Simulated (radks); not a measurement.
Cd II, 47 electrons, occupied as [Kr] 4d9 5s1 5p1 (not the ground configuration). Method: Dirac Kohn-Sham, PBE, spin-unpolarised, spherical densities, point nucleus; open shells fill j = l - 1/2 first; computed with a radial shooting solver on a logarithmic mesh with Libxc functionals.

Unscreened Slater integrals over Kohn-Sham orbitals (eV). Large and small components are both included. Empty in this configuration: 5p3/2.

integral,value
"F0(5p1/2,5p1/2)",7.8894
"F0(5p1/2,5s1/2)",8.6585
"G1(5p1/2,5s1/2)",5.6322
"F0(5p1/2,4d5/2)",9.9450
"G3(5p1/2,4d5/2)",0.89307
"F0(5p1/2,4d3/2)",9.9580
"G1(5p1/2,4d3/2)",1.0425
"F0(5p1/2,5p3/2)",7.7555
"G2(5p1/2,5p3/2)",4.1209
"F0(5s1/2,5s1/2)",9.7691
"F0(5s1/2,4d5/2)",11.952
"G2(5s1/2,4d5/2)",1.8390
"F0(5s1/2,4d3/2)",11.975
"G2(5s1/2,4d3/2)",1.7789
"F0(5s1/2,5p3/2)",8.4720
"G1(5s1/2,5p3/2)",5.3479
"F0(4d5/2,4d5/2)",20.083
"F2(4d5/2,4d5/2)",9.9908
"F4(4d5/2,4d5/2)",6.5350
"F0(4d5/2,4d3/2)",20.211
"F2(4d5/2,4d3/2)",10.055
"G2(4d5/2,4d3/2)",10.049
"G4(4d5/2,4d3/2)",6.5750
"F0(4d5/2,5p3/2)",9.6434
"F2(4d5/2,5p3/2)",2.4992
"G1(4d5/2,5p3/2)",0.94694
"G3(4d5/2,5p3/2)",0.79518
"F0(4d3/2,4d3/2)",20.340
"F2(4d3/2,4d3/2)",10.123
"F0(4d3/2,5p3/2)",9.6554
"F2(4d3/2,5p3/2)",2.4656
"G1(4d3/2,5p3/2)",0.90748
"G3(4d3/2,5p3/2)",0.76926
"F0(5p3/2,5p3/2)",7.6299
"F2(5p3/2,5p3/2)",4.0668
